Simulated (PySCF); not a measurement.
SeHCl, SMILES Cl[SeH].

Coordinates come from a B3LYP-D3(BJ)/def2-TZVP optimisation.

Two levels are set side by side: PBE/def2-TZVPD (PySCF) and ωB97X/def2-TZVPD (PySCF). Same geometry, gas phase. Differences are taken from unrounded values.

```
quantity                     ωB97X    PBE  PBE minus ωB97X
---------------------------  -----  -----  ---------------
orbital gap (eV)              9.04   2.40            -6.63
highest occupied level (eV)  -9.46  -5.93             3.54
lowest empty level (eV)      -0.43  -3.53            -3.10
dipole moment (D)             1.54   1.35            -0.19
mean polarisability (bohr³)   44.4   45.8              1.4
```

PBE's occupied levels lie high since its potential decays too fast outside the molecule; exact exchange lowers them and widens the gap. PBE's more diffuse valence density responds more strongly to a field. Differences between two approximate levels are no errors against the true value.

Rough cost on one machine, each run with all the roots and properties that it gave: ωB97X against PBE within a factor of 2.
